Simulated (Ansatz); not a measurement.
`[OH][GeH2][SiH2][SiH3]` + `[SiH3][GeH3]` → `[SiH3][SiH2][GeH2][SiH2][GeH3]` + H₂O  (formal exchange of groups at a Ge–O bond)

Computed with Ansatz on PBE0-D4/def2-TZVP structures; ΔE is electronic, products minus reactants. CCSD(T)/CBS adds triple-zeta CCSD(T) − MP2 to the extrapolated MP2 energy (def2 sets, frozen cores). This one scheme is used for every species. Functionals use def2-TZVPP. HSE06 is defined as in plane-wave codes. For Ge outer-core shells are correlated without core-valence functions, which leaves a few kJ/mol of doubt a bond. Scalar relativity is left out up to krypton. One conformer a species, not always the lowest.

Problem. Is it downhill or uphill in electronic energy at CCSD(T)/CBS, and by how much? (Estimate.)

Solution. Computed: Downhill: ΔE = -22.6 kJ/mol.

Problem. What do these levels give: revPBE-D4, B97M-V, ωB97X-V, ωB97M-V, B2PLYP, PBE-QIDH, BLYP, HSE06, BHLYP, HF/def2-SVP, MP2/def2-SVP, HF/def2-QZVPP? (Best estimate.)

Solution. The calculation gave: revPBE-D4 -25.7, B97M-V -7.9, ωB97X-V -10.0, ωB97M-V -13.5, B2PLYP -3.2, PBE-QIDH -18.7, BLYP 6.6, HSE06 -17.7, BHLYP 4.3, HF/def2-SVP 12.4, MP2/def2-SVP -10.3, HF/def2-QZVPP 19.6 kJ/mol.

Largest T1 diagnostic among the species: 0.013.

In def2-TZVPP, CCSD(T) changes the Hartree–Fock value by −34.0 kJ/mol (the triples alone add −3.8 kJ/mol) and MP2 by −36.3 kJ/mol. From r2SCAN to r2SCAN0 (25 % exact exchange), in def2-TZVPP and without D4, ΔE moves by −3.2 kJ/mol.
